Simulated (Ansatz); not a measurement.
Consider the hydrogenolysis of the Si–N bond: `N[Si](F)(F)Cl` + H₂ → `F[SiH](F)Cl` + NH₃.

Calculated with Ansatz (gas phase, PBE0-D4/def2-TZVP geometries, no zero-point term in ΔE). CCSD(T)/CBS is the MP2 limit (def2-TZVPP, def2-QZVPP) plus CCSD(T) − MP2 in def2-TZVPP, frozen cores. This one scheme is used for every species. One conformer a species, not always the lowest.

```
        species  CCSD/def2-TZVPP energy (Eh)
`N[Si](F)(F)Cl`                  -1004.34640
             H₂                     -1.17233
  `F[SiH](F)Cl`                   -949.03236
            NH₃                    -56.46834
```

Question: Work out ΔE.

Answer: ΔE = (-949.03236) + (-56.46834) − (-1004.34640) − (-1.17233) = 0.01803 Eh = +47.3 kJ/mol. CCSD(T)/CBS gives +51.3 kJ/mol.

Largest T1 diagnostic among the species: 0.011.

At CCSD(T), def2-SVP lies −10.4 kJ/mol from the extrapolated value and def2-TZVPP −1.8 kJ/mol. The D4 term adds +8.9 kJ/mol with B3LYP and +4.7 kJ/mol with PBE0; it sums over pairs of atoms, weighted by their polarisabilities, and B3LYP, whose exchange is more repulsive, gets the larger term. Leaving LDA and LC-ωPBE aside and taking each functional with its dispersion term where it has one, the values, not all of them listed here, spread over 9.1 kJ/mol, from B2PLYP to r2SCAN-D4. LDA lies +12.6 kJ/mol from PBE without D4.

B3LYP here is the variant with VWN-RPA as its local correlation; programs differ in this.
